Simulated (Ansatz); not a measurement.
Reactions of C3H6FN, SMILES `CCN=CF`.

Isolated molecules relaxed with PBE0-D4/def2-TZVP in Ansatz; ΔE leaves out vibrations. CCSD(T)/CBS adds triple-zeta CCSD(T) − MP2 to the extrapolated MP2 energy (def2 sets, frozen cores). This one scheme is used for every species, atoms too. For atomizations the MP2-based limit and the directly extrapolated one differ by several kJ/mol either way, and by 10 to 25 for some Ge, Se and Sn compounds, so smaller differences from it don't rank the levels. Double bonds are as drawn, so ΔE can hold a change between cis and trans. No spin–orbit coupling; open shells (•) take unrestricted orbitals. Spin–orbit coupling would lower the free atoms: a little for C, F. Bonds to Ge are less sure, by a few kJ/mol each and by 10 to 20 or more in all where they break to atoms, as the def2 sets lack core-valence functions. Scalar relativity is left out up to krypton. Each species was taken in one conformer, which may not be the lowest.

Order these by ΔE at CCSD(T)/CBS, lowest first. (An estimate is asked.)
A. `CC/N=C\F` → `NC1(F)CC1`
B. `CC/N=C\F` → 3 C• + F• + 6 H• + N•
C. `CC/N=C\F` → `C/N=C\F` + `[CH2]` (triplet)
D. `CC/N=C\F` + `S[SiH2][GeH3]` → `CS[SiH2][GeH3]` + `C/N=C\F`
E. `CC/N=C\F` → `C=NC(C)F`
F. `CC/N=C\F` → `C/C=C(\N)F`

F (-0.6 kcal/mol), E (+1.7 kcal/mol), D (+4.2 kcal/mol), A (+7.2 kcal/mol), C (+105.6 kcal/mol), B (+1042.7 kcal/mol).

Largest T1 diagnostic: 0.013, for `C/N=C\F`.
